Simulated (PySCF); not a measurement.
[WO3(OMe)]-, CH3O4W (charge -1 and singlet state).
Bonds: W1–O2, W1–O3, W1–O4, W1–O5, O5–C6. Hydrogens: H7, H8, H9 on C6.

Method used: PBE0-D3(BJ)/def2-SVP geometry optimisation, gas phase, def2 core potentials past Kr (PySCF 2.14.0).

(1) Give the optimised bond lengths and angles.

Answers

(1) 
```csv
bond,length (Å)
"W1–O2, W1–O3, W1–O4",1.747
W1–O5,1.941
O5–C6,1.383
"C6–H7, C6–H8, C6–H9",1.109
```

Bonds in one row agree within 0.01 Å and their mean is given. A selection of angles:
```csv
angle,degrees
O2–W1–O3,110.7
O2–W1–O5,108.9
O3–W1–O4,109.1
W1–O5–C6,127.6
O5–C6–H7,112.5
O5–C6–H8,110.1
O5–C6–H9,112.4
H7–C6–H8,107.2
```

Torsions: O2–W1–O5–C6 179° (antiperiplanar).

The 4 O–W bonds span 1.747 Å (W1–O2) to 1.941 Å (W1–O5), a spread of 0.194 Å. W1 (tungsten bonded to 4 O) is tetrahedral (angles from 108.7° to 110.7°).

Whether it is a minimum is left open (no frequencies).
